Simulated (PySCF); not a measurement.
All values below come from M06-2X/def2-TZVP // B3LYP-D3(BJ)/def2-TZVP (PySCF). Gas-phase values, no solvent. Delta-SCF ions had no search for a lower state. Excitations are Tamm–Dancoff values on a coarser integration grid. The basis has no diffuse functions, so Rydberg states are missing or too high.

Reference species (SMILES): `N=C=C=C=C` (neutral, multiplicity 1).

```
Item                                      Value
--------------------------------------  -------
T1 excitation (TDA)                     2.53 eV
vertical ionisation energy (Delta-SCF)  8.64 eV
```

Changed species: `C1=CC1=C=N`.

Task: Predict the effect on the T1 excitation (TDA) and vertical ionisation energy (Delta-SCF).

Result: the T1 excitation (TDA) increases by 0.38 eV, to 2.91 eV; the vertical ionisation energy (Delta-SCF) decreases by 0.84 eV, to 7.80 eV.
